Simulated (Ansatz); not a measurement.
C$_{4}$H$_{10}$Ga (SMILES C[CH2][Ga][CH2]C), doublet, at a GFN2-xTB geometry (such geometries of metal compounds can be far from the true shape) (the spin is typed, not shown lowest); HF/6-31G (Ansatz, a quantum-chemistry and plane-wave program).

Ansatz was given this input:
Ansatz 0.2 input:
```yaml
crystal:
  periodic: [false, false, false]
  atoms:
    - {symbol: Ga, position_ang: [0.29340128, 0.50836501, 0.43322497]}
    - {symbol: C, position_ang: [1.39032336, -1.33519047, 0.94378139]}
    - {symbol: C, position_ang: [1.02252615, -2.39459966, -0.08734467]}
    - {symbol: H, position_ang: [1.11211080, -1.66803198, 1.94993458]}
    - {symbol: H, position_ang: [2.47100930, -1.15629593, 0.94192441]}
    - {symbol: H, position_ang: [1.31280384, -2.07454094, -1.08980203]}
    - {symbol: H, position_ang: [-0.05457994, -2.57102279, -0.09045035]}
    - {symbol: H, position_ang: [1.51973782, -3.34585680, 0.11933185]}
    - {symbol: C, position_ang: [-1.36430948, 0.31834187, -1.00744777]}
    - {symbol: C, position_ang: [-2.01998177, 1.66525240, -1.29034187]}
    - {symbol: H, position_ang: [-2.09823473, -0.38438905, -0.59614511]}
    - {symbol: H, position_ang: [-0.97066620, -0.11730328, -1.93293337]}
    - {symbol: H, position_ang: [-1.29452604, 2.36707791, -1.70634517]}
    - {symbol: H, position_ang: [-2.42301241, 2.09814249, -0.37271991]}
    - {symbol: H, position_ang: [-2.84143175, 1.57008050, -2.00465158]}
basis:
  gaussian:
    orbitals: 6-31G
hamiltonian:
  xc: hf
magnetization: {spin_polarized: true, initial_magnetization: 1}
```

Output, abridged:

```
Functional definition: HF
1078 factors; integrals over basis functions are off by at most 2.3e-4 eV
mean field evaluation 1: about -56599.2593 eV, gradient 2.2e1 eV
mean field evaluation 2: about -56599.2553 eV, gradient 2.2e1 eV
mean field evaluation 4: about -56602.5353 eV, gradient 2.6e0 eV
mean field evaluation 8: about -56602.6488 eV, gradient 1.1e-1 eV
mean field -56602.64898333 eV, -2080.1089834838 hartree, gradient 2.7e-5 eV, S^2 0.767724; 0 other end points of the search recorded, 0 dependent functions left out
reference -56602.64898333 eV, -2080.1089834838 hartree; 33, 32 occupied and 52, 53 virtual orbitals, 1078 factors
Total energy: -56602.64898333 eV, -2080.1089834838 hartree
```
